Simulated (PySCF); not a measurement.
Si(F)2(I)(OMe) (CH3F2IOSi), SMILES CO[Si](I)(F)F. Atoms are numbered in the order given.

```xyz
9

C      2.6688     0.2716    -1.0122
O      1.4912     1.0514    -1.1262
Si    -0.0578     0.6041    -0.9416
F     -0.5573    -0.3105    -2.1675
F     -0.9476     1.9364    -0.9529
I     -0.4257    -0.6293     1.1188
H      3.5319     0.9481    -1.0838
H      2.7084    -0.2528    -0.0423
H      2.7317    -0.4726    -1.8234
```
Charge 0, spin multiplicity 1.

The structure is a stationary point at B3LYP-D3(BJ)/def2-SVP. This is a generated structure with no PubChem entry under its InChIKey; it may be hypothetical. The def2 effective core potentials stand for the cores of I; spin–orbit coupling is left out. Other conformers were not sampled.

Level of theory: PBE0/def2-TZVP in PySCF.

ESP charges are fitted to the potential on shells at 1.4 to 2.0 van der Waals radii. Atomic charges (e):

```csv
atom,Löwdin,ESP fit
C1,-0.35,-0.38
O2,0.10,-0.09
Si3,-0.37,0.27
F4,0.02,-0.13
F5,0.04,-0.14
I6,0.21,-0.01
H7,0.12,0.17
H8,0.11,0.13
H9,0.11,0.18
```

Problem. Give the Mayer and Wiberg (Löwdin basis) orders of the bonds. (The exact figures need the calculation; the answer reports its results.)

Solution. 
```
bond    Mayer  Wiberg
------  -----  ------
C1–O2    0.92    1.48
O2–Si3   1.29    1.63
Si3–F4   1.14    1.71
Si3–F5   1.17    1.72
Si3–I6   1.15    1.65
C1–H7    0.97    0.94
C1–H8    0.96    0.94
C1–H9    0.97    0.94
```
